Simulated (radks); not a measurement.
Task: Cu II, configuration [Ar] 3d10. Calculated with a radial shooting solver on a logarithmic mesh with Libxc functionals: Dirac Kohn-Sham, revPBE, spin-unpolarised, spherical densities, finite nucleus; Fermi nuclear charge, rms radius 3.8823 fm.

Spin-orbit splittings of the eigenvalues, e(l+1/2) - e(l-1/2), with zeta = 2 splitting/(2l+1) and mean radii in bohr:

| shell | occ. | splitting (eV) | zeta (eV) | <r> j=l-1/2 | <r> j=l+1/2 |
|---|---|---|---|---|---|
| 2p | 6 | ? | ? | 0.2041 | 0.2074 |
| 3p | 6 | 2.568 | 1.712 | 0.7433 | 0.7541 |
| 3d | 10 | 0.2729 | 0.1091 | 1.008 | 1.018 |

Estimate the 2p splitting.

Result: 20.50 eV (zeta = 13.66 eV).
